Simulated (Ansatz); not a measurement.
```
atom   x (Å)    y (Å)    z (Å)
  Ti  0.0000   0.0000  -0.4199
   O  0.0000   1.4317   0.5774
   O  0.0000  -1.4317   0.5774
```

Basis set: cc-pVDZ (spherical functions). Correlated methods keep 7 orbitals frozen. Charge 0, multiplicity 1.

Computed with Ansatz (development build ahead of 0.2.0); each method stands on the lowest determinant of its kind that the runs found. Restricted open shells among the atoms or ions are ROHF, correlated in semicanonical orbitals with singles.

Problem. Give the atomization energy at this shape (free ground-state atoms in the same class of orbitals less the molecule, no zero-point energy) of singlet TiO₂ by RHF-MP2, RHF.

Solution.

```json
{"method": "RHF-MP2", "atomization energy": "326.73 kcal/mol"}
{"method": "RHF", "atomization energy": "69.99 kcal/mol"}
```

Caution: in another basis set an unrestricted determinant lies well below; other spin multiplicities were not run.
